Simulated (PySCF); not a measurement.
Ligand exchange on a metal centre used in film growth or etching (Ti F-H). Isolated molecules, 0 K electronic values unless said otherwise.

The LUMO from two functionals at the same geometries (BP86-D3(BJ)/def2-SVP), both in PySCF: PBE-D3(BJ)/def2-TZVP and TPSSh-D3(BJ)/def2-TZVP. 

| species | PBE-D3(BJ)/def2-TZVP (eV) |
|---|---|
| 0 of 4 F replaced by H | -4.10 |
| 1 of 4 F replaced by H ([Ti(F)3(H)]) | -4.16 |
| 2 of 4 F replaced by H ([Ti(F)2(H)2]) | -4.38 |
| 3 of 4 F replaced by H ([Ti(F)(H)3]) | -4.25 |
| 4 of 4 F replaced by H ([Ti(H)4]) | -4.32 |

Q: What does TPSSh-D3(BJ)/def2-TZVP give for each?

A: 
- 0 of 4 F replaced by H: -3.73
- 1 of 4 F replaced by H ([Ti(F)3(H)]): -3.66
- 2 of 4 F replaced by H ([Ti(F)2(H)2]): -3.78
- 3 of 4 F replaced by H ([Ti(F)(H)3]): -3.61
- 4 of 4 F replaced by H ([Ti(H)4]): -3.60
Over these rows, drawn at random from the members with no instability flagged (it was tested for open shells, ions and some series alone), PBE minus TPSSh-D3(BJ): mean -0.57 eV, from -0.72 eV to -0.38 eV.
